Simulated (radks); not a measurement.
Q: The ytterbium ion Yb34+, [Kr]. All-electron calculation, non-relativistic Kohn-Sham, exchange-only PBE, spin-polarised, spherical densities, point nucleus. Program: a radial shooting solver on a logarithmic mesh with Libxc functionals. Every spin shell is full or empty, so the densities are truly spherical. Functionals are evaluated on that one density, not self-consistently. Rank these orbital-free kinetic functionals by their error against the exact value of the orbitals, and give that value: Thomas-Fermi, von Weizsacker, TF + vW, TF + vW/9, TF + vW/5, LC94, revAPBEK, Perdew 92, Thakkar, LKT, DePristo-Kress, Ernzerhof.

A: Exact: 12747.8 hartree. From best to worst, with 100 (|E| - |E exact|)/|E exact| (equal figures are ties): LC94 -0.01, DePristo-Kress -0.18, revAPBEK +0.20, Ernzerhof -0.46, Thakkar -0.70, Perdew 92 -0.72, TF + vW/9 -0.73, TF + vW/5 +2.77, Thomas-Fermi -5.11, LKT +17.99, TF + vW +34.29, von Weizsacker -60.60.
